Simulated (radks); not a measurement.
Initial-state core-level shifts of the phosphorus ion P+ when its valence configuration changes from [Ne] 3s2 3p2. Method: Dirac Kohn-Sham, PBE, spin-unpolarised, spherical densities, finite nucleus; open shells are shared between the two j in proportion to 2j + 1; Fermi nuclear charge, rms radius 3.1889 fm; computed with a radial shooting solver on a logarithmic mesh with Libxc functionals. Shifts are changes of the shell-averaged eigenvalues in eV (positive: less bound); the change of the density at the nucleus, which sets a Mossbauer isomer shift, is in e/bohr^3, on a base of 2390.

valence          1s      2s      2p  density at nucleus
3s1 3p3      -1.521  -1.486  -1.472             -7.5420
3p4          -2.967  -2.905  -2.876            -15.3818
3s0.5 3p3.5  -2.252  -2.203  -2.182            -11.4264
3s1.5 3p2.5  -0.770  -0.752  -0.745             -3.7319
